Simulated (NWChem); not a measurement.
System: GaH$_{2}$, doublet; SMILES [GaH2]

Program: NWChem. Spin-unrestricted. In the optimisation the excess spin sits in a1 (C2v, its own frame). Geometry: optimised at PBE0/def2-SVP, spin-unrestricted. The spin multiplicity was typed, not searched, and may not be the lowest. No stability test was run on the SCF state. Vertical excitations in the gas phase; the lowest state need not have the same character in each row. Excited states of an open shell can be spin-contaminated.

For level PBE0/def2-SVPD, TDA:

* **lowest state with f > 0.02 (eV)**: 4.72
* **lowest empty minus highest occupied level, either spin (eV)**: 3.23

Problem. Estimate the same quantities for level PBE/def2-SVPD, TDA.

Solution. lowest state with f > 0.02 (eV): 4.42
lowest empty minus highest occupied level, either spin (eV): 1.31
